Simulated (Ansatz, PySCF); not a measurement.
H₄FNO₂Si (SMILES N[Si](O)(O)F), singlet, geometry from GFN2-xTB. Base run: CASSCF(6,5)/6-31G run with PySCF.

PySCF was given this input:
```python
from pyscf import gto, scf, mcscf
import numpy

mol = gto.Mole()
mol.atom = '''
    N    -1.62579543   -0.39223561    0.32389398
    Si    0.00678283   -0.01584632   -0.02667791
    O     0.15160035    1.19118861   -1.09394970
    O     0.87561401   -1.26695771   -0.55805838
    F     0.62124204    0.48100088    1.37992041
    H    -1.80161194   -0.95929876    1.13650394
    H    -2.21464231   -0.69352764   -0.43425094
    H    -0.26657387    2.02708298   -0.90986608
    H     1.75954311   -1.12961394   -0.88937291
'''
mol.basis = '6-31g'
mol.verbose = 3
mol.build()

mf = scf.RHF(mol)
mf.kernel()
mc = mcscf.CASSCF(mf, 5, 6)
mc.fix_spin_(ss=0.0)
mc.kernel()
occ = numpy.linalg.eigvalsh(mc.fcisolver.make_rdm1(mc.ci, mc.ncas, mc.nelecas))[::-1]
ss = mc.fcisolver.spin_square(mc.ci, mc.ncas, mc.nelecas)[0]
print('natural occupations', occ.round(4), ' <S^2>', round(ss, 4))
```

Programs used: Ansatz (a quantum-chemistry and plane-wave program), PySCF; a row that names a program was run with it.

Each row names what was changed in the base input (with any setting that the change needs).

```tsv
change	ΔE vs base (mEh)	natural occupations	<S^2> of the state	outcome
base	0.000	2.00 1.98 1.98 0.02 0.02	0.00	converged
orbitals = fixed (CASCI)	44.967	2.00 2.00 2.00 0.00 0.00	0.00	converged
active space = 4 electrons, 3 orbitals	31.813	2.00 1.98 0.02	0.00	converged
active space = 10 electrons, 9 orbitals	-44.526	2.00 1.98 1.98 1.98 1.98 0.02 0.02 0.01 0.01	0.00	converged
conv_tol = 1e-5	0.007	2.00 1.98 1.98 0.02 0.02	0.00	converged
orbitals = fixed (CASCI); correction = SC-NEVPT2	-484.3	2.00 2.00 2.00 0.00 0.00	0.00	converged
solver = newton	0.000	2.00 1.98 1.98 0.02 0.02	0.00	converged
code = ansatz; correction = SC-NEVPT2, all electrons	-483.9	-	-	converged
active space = 2 electrons, 4 orbitals	-	-	-	not converged
start = MP2 natural orbitals	0.165	2.00 1.98 1.98 0.02 0.02	0.00	converged
active space = 8 electrons, 7 orbitals	-	-	-	not converged
```

Active orbitals are taken around the Fermi level unless the row says otherwise; CASSCF can end in different local minima, and two programs can end on different orbitals. State-averaged rows give the lowest state.

Ansatz warned in this series: other orbitals give a lower active-space energy.
